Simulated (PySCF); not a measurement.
Cl (chlorine, neutral): UHF calculation

Configuration: [Ne] 3s2 3p5, 2P determinant. Computed with PySCF 2.14 in aug-cc-pV(D+d)Z (5s4p3d, 32 functions), with the non-relativistic Hamiltonian (point nucleus).

```
Total energy                                                  : -459.473057 hartree
One-electron energy                                           : -634.8212 hartree
Hartree (Coulomb) energy                                      : 202.8850 hartree
Exchange energy                                               : -27.5368 hartree
Kinetic energy                                                : 459.46963 hartree
⟨S²⟩                                                          : 0.7580
⟨L²⟩                                                          : 2.027
Sum of ⟨r⟩                                                    : 15.84 bohr
Sum of ⟨r²⟩                                                   : 27.74 bohr²
Traceless quadrupole moment −½Σ⟨3z² − r²⟩ along its main axis : 1.79 e·bohr²
Density at the nucleus (Gaussians lack the cusp)              : 3130 bohr⁻³
Spin density at the nucleus                                   : 0.142 bohr⁻³
Langevin diamagnetic susceptibility                           : -22.0 ×10⁻⁶ cm³/mol
```

```csv
shell,electrons,mean orbital energy (hartree),spread (hartree),"rms radius, mean of both spins (bohr)"
1s α,1,-104.89078,0,0.106
1s β,1,-104.87954,0,0.106
2s α,1,-10.61410,0,0.481
2s β,1,-10.60263,0,0.481
2p α,3,-8.08286,0.02550,0.452
2p β,3,-8.06261,0.01663,0.452
3s α,1,-1.13777,0,1.68
3s β,1,-1.01599,0,1.68
3p α,3,-0.52939,0.07637,2.02
3p β,2,-0.47975,0,2.02
```

Spin-orbit constants ζ (cm⁻¹) from the X2C one-electron operator on these orbitals (non-relativistic here): bare nucleus, nucleus screened by l(l+1)(2l+1)/3 electrons, and screened by the Breit-Pauli mean field of the electrons.

| shell | bare | screened nucleus | mean field |
| --- | --- | --- | --- |
| 2p | 9794 | 8642 | 8105 |
| 3p | 688.7 | 607.6 | 562.0 |

To first order the Landé constant is A = -562.0 cm⁻¹, so the lowest level has J = 3/2 and lies 0.0348 eV below the centre of the term.
